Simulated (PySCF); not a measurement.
**Magnetic susceptibility: `CN[SiH2]c1ccc(C)o1`, C6H11NOSi**

Molfile (atoms numbered from 1):
```
C6H11NOSi
     RDKit          3D

 20 20  0  0  0  0  0  0  0  0999 V2000
   -3.9379   -0.1004    0.2621 C   0  0  0  0  0  0  0  0  0  0  0  0
   -2.5293   -0.3400    0.0718 N   0  0  0  0  0  0  0  0  0  0  0  0
   -1.3376    0.8598    0.3657 Si  0  0  0  0  0  4  0  0  0  0  0  0
    0.2884    0.0627   -0.0881 C   0  0  0  0  0  0  0  0  0  0  0  0
    0.6644   -0.9968   -0.8667 C   0  0  0  0  0  0  0  0  0  0  0  0
    2.0758   -1.0446   -0.8449 C   0  0  0  0  0  0  0  0  0  0  0  0
    2.4781   -0.0072   -0.0540 C   0  0  0  0  0  0  0  0  0  0  0  0
    3.8312    0.4528    0.3629 C   0  0  0  0  0  0  0  0  0  0  0  0
    1.4020    0.6633    0.4019 O   0  0  0  0  0  0  0  0  0  0  0  0
   -4.4095    0.3529   -0.6170 H   0  0  0  0  0  0  0  0  0  0  0  0
   -4.4548   -1.0351    0.4883 H   0  0  0  0  0  0  0  0  0  0  0  0
   -4.0653    0.5788    1.1014 H   0  0  0  0  0  0  0  0  0  0  0  0
   -2.3604   -1.0240   -0.6499 H   0  0  0  0  0  0  0  0  0  0  0  0
   -1.4847    2.1133   -0.4039 H   0  0  0  0  0  0  0  0  0  0  0  0
   -1.4008    1.1830    1.7949 H   0  0  0  0  0  0  0  0  0  0  0  0
    0.0130   -1.6653   -1.3930 H   0  0  0  0  0  0  0  0  0  0  0  0
    2.7083   -1.7478   -1.3482 H   0  0  0  0  0  0  0  0  0  0  0  0
    3.7707    1.4775    0.7210 H   0  0  0  0  0  0  0  0  0  0  0  0
    4.2198   -0.1733    1.1669 H   0  0  0  0  0  0  0  0  0  0  0  0
    4.5236    0.4010   -0.4743 H   0  0  0  0  0  0  0  0  0  0  0  0
  1  2  1  0
  2  3  1  0
  3  4  1  0
  4  5  2  0
  5  6  1  0
  6  7  2  0
  7  8  1  0
  7  9  1  0
  9  4  1  0
  1 10  1  0
  1 11  1  0
  1 12  1  0
  2 13  1  0
  3 14  1  0
  3 15  1  0
  5 16  1  0
  6 17  1  0
  8 18  1  0
  8 19  1  0
  8 20  1  0
M  END
```

Method used: PySCF 2.14.0, GIAO HF/pcSseg-1 magnetisability, rotational g tensor and spin-rotation constants, non-relativistic, gas phase. Geometry: GFN2-xTB.

(1) What are the magnetisability and the molar susceptibility?

(2) Split it along the inertial axes a, b, c into diamagnetic and paramagnetic parts about the centre of mass, with the quadrupole moment.

(3) And the rotational g tensor?

Answers

(1) Isotropic -1522 × 10⁻³⁰ J/T², or -91.7 × 10⁻⁶ cm³/mol; principal values -1917, -1443, -1206 × 10⁻³⁰ J/T², anisotropy 627 × 10⁻³⁰ J/T² (root of half the summed squared differences of the principal values). The susceptibility is in cgs units.

(2) 
| axis | χ (10⁻⁶ cm³/mol) | diamagnetic (10⁻⁶ cm³/mol) | paramagnetic (10⁻⁶ cm³/mol) | summed x² of all electrons (Å²) | quadrupole Θ (D Å) |
| --- | --- | --- | --- | --- | --- |
| a | -86.6 | -404.1 | 317.5 | 469.4 | +13.01 |
| b | -73.2 | -2084.2 | 2011.0 | 73.4 | -1.12 |
| c | -115.2 | -2302.5 | 2187.3 | 21.9 | -11.90 |

Anisotropies 2χaa − χbb − χcc = +15.1 and 2χbb − χaa − χcc = +55.5 × 10⁻⁶ cm³/mol. Θ is traceless in Buckingham's convention.

(3) 
```csv
axis,rotational constant (GHz),g,nuclear part,electronic part
a,4.6399,-0.0589,0.6332,-0.6921
b,0.6304,-0.0095,0.5861,-0.5956
c,0.5664,+0.0043,0.5864,-0.5820
```
Asymmetric top; isotopes 12C, 1H, 14N, 16O, 28Si; no vibrational averaging.
